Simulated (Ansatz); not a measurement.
Two isomers of C2H8SSi2: A = `S[SiH]1C[SiH2]C1`, B = `C=C[SiH2][SiH2]S`.

Computed with Ansatz on PBE0-D4/def2-TZVP structures; ΔE is electronic, products minus reactants. CCSD(T)/CBS adds triple-zeta CCSD(T) − MP2 to the extrapolated MP2 energy (def2 sets, frozen cores). DFT in def2-TZVPP. B3LYP here is the variant with VWN-RPA as its local correlation; programs differ in this. One conformer a species, not always the lowest.

**Question.** Which is lower in electronic energy at CCSD(T)/CBS, and by how much? (An estimate is asked.)

**Answer.** Computed: A, by 26.9 kcal/mol.

**Question.** Give E(B) − E(A) in kcal/mol with PBE0-D4, r2SCAN-D4, CCSD/def2-TZVPP, B2PLYP, B3LYP, MP2/def2-TZVPP, PBE-D4. (Estimate.)

**Answer.** Computed: PBE0-D4 29.2, r2SCAN-D4 28.7, CCSD/def2-TZVPP 26.2, B2PLYP 25.4, B3LYP 22.8, MP2/def2-TZVPP 30.8, PBE-D4 26.4. None reverses the order clearly.

Largest T1 diagnostic: 0.012.

From PBE to PBE0 (25 % exact exchange), in def2-TZVPP and without D4, E(B) − E(A) moves by +2.9 kcal/mol. In def2-TZVPP, CCSD(T) changes the Hartree–Fock value by +4.9 kcal/mol (the triples alone add −0.0 kcal/mol) and MP2 by +9.5 kcal/mol.
